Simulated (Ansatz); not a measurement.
BCl2H3Si (`[SiH3]B(Cl)Cl`), 7 atoms. The species carries charge 0 and has multiplicity 1. All runs use 4 threads of an Arm Neoverse V1 on a shared host. Correlated methods freeze the cores. Open-shell runs search over several starts.

How many basis functions does each run have, and how long does it take in Ansatz? RKS PBE0-D4/def2-TZVP relaxation (6 steps); RHF-CCSD(T)/def2-TZVPP energy; RKS revPBE-D4/def2-TZVPP energy; direct RPA on PBE orbitals/def2-TZVPP energy; UHF-MP2/def2-QZVPP energy of the cation; UKS PBE-D4/def2-TZVPP energy of the cation; RKS ωB97M-V/def2-SVP energy; RHF-CCSD(T)/def2-SVP energy; UKS PBE0-D4/def2-TZVPP energy of the cation; UKS B2PLYP (frozen core)/def2-TZVPP energy of the cation; RKS PBE0-D4/def2-SVP energy; RKS BLYP-D4/def2-TZVPP energy. (Best estimate.)

Ansatz gave: Other jobs shared the machine, so times are rough.

```tsv
level	job	functions	wall time	peak host memory (GiB)
RKS PBE0-D4/def2-SVP	energy	83	0.85 s	0.15
RHF-CCSD(T)/def2-SVP	energy	83	1.1 s	0.21
RKS revPBE-D4/def2-TZVPP	energy	199	1.3 s	0.25
RKS BLYP-D4/def2-TZVPP	energy	199	1.4 s	0.25
direct RPA on PBE orbitals/def2-TZVPP	energy	199	2.8 s	0.36
RKS ωB97M-V/def2-SVP	energy	83	3.1 s	0.23
UKS PBE-D4/def2-TZVPP	energy of the cation	199	6 s	0.37
UKS PBE0-D4/def2-TZVPP	energy of the cation	199	6.5 s	0.67
UKS B2PLYP (frozen core)/def2-TZVPP	energy of the cation	199	9 s	0.55
RKS PBE0-D4/def2-TZVP	relaxation (6 steps)	160	14 s	0.38
UHF-MP2/def2-QZVPP	energy of the cation	357	30 s	1.6
RHF-CCSD(T)/def2-TZVPP	energy	199	32 s	2.1
```
